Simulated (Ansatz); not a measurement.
Reactions of `N[SiH2][SiH](N)O`.

Program: Ansatz. Geometries: PBE0-D4/def2-TZVP. ΔE: electronic, gas phase. CBS: MP2 limit from def2 TZ/QZ plus the TZ coupled-cluster correction, frozen cores. This one scheme is used for every species. Functionals use def2-TZVPP. def2 core potentials past Kr. For Ge, Sn outer-core shells are correlated without core-valence functions, which leaves a few kJ/mol of doubt a bond. Scalar relativity is left out up to krypton. Each species was taken in one conformer, which may not be the lowest.

```csv
reaction,CCSD(T)/CBS(def2) (kJ/mol)
`N[SiH2][SiH](N)O` + `N[SiH](O)O` → `N[Si@H](O)O[Si@@H](N)O` + `N[SiH3]`,-158
`N[SiH2][SiH](N)O` + `[NH2][GeH2][S][GeH2][NH2]` → `N[SiH2][S][GeH2][NH2]` + `[NH2][GeH2][SiH](N)O`,-32
`N[SiH2][SiH](N)O` + `[SnH4]` → `N[SiH](O)[SnH3]` + `N[SiH3]`,?
`N[SiH2][SiH](N)O` + `N[SiH](O)F` → `N[Si@H](F)O[Si@@H](N)O` + `N[SiH3]`,-156
```

**Question.** Fill in the missing values. (Estimate.)

**Answer.** Ansatz gave: `N[SiH2][SiH](N)O` + `[SnH4]` → `N[SiH](O)[SnH3]` + `N[SiH3]`: -32.7 kJ/mol.

Largest T1 diagnostic: 0.013, for `[SnH4]`.
